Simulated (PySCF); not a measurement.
## Exercise with solution: chemical shift, span and skew from a shielding tensor

Si(H)2(Me)(vinyl) (C₃H₈Si), SMILES C=C[SiH2]C. Atoms are numbered in the order given.

```xyz
12

Si     0.4798    -0.4210     0.4387
C      1.9341     0.2530    -0.5569
C     -1.1484    -0.0898    -0.4312
C     -2.1336     0.6606     0.0811
H      0.6625    -1.8941     0.6251
H      0.4254     0.2240     1.7856
H      1.8431     1.3425    -0.6918
H      2.8899     0.0465    -0.0490
H      1.9734    -0.2120    -1.5553
H     -1.3049    -0.5281    -1.4273
H     -3.0712     0.8434    -0.4568
H     -2.0483     1.1283     1.0690
```

Geometry optimised at B3LYP-D3(BJ)/def2-SVP. Other conformers were not sampled.

GIAO shieldings from B3LYP/pcSseg-1 run with PySCF, non-relativistic, no solvent. The symmetric part of the tensor of C3 has the principal values -88.9, 24.8, 169.1 ppm. The same nucleus in TMS has σ = 181.3 ppm at this level (PySCF, at its B3LYP-D3(BJ)/def2-TZVP geometry).

Question: Work out the isotropic shielding, the ¹³C shift against TMS, the span and the skew.

Answer: 
σ(iso) = (σ11 + σ22 + σ33)/3 = 35.0 ppm. δ = σ(ref) − σ(iso) = 181.3 − (35.0) = 146.3 ppm.
Span Ω = σ33 − σ11 = 258.0 ppm. Skew κ = 3(σ(iso) − σ22)/Ω = 0.12. Tumbling in solution averages the tensor to δ; in a static solid the shielding alone would spread this spin-1/2 line over Ω.
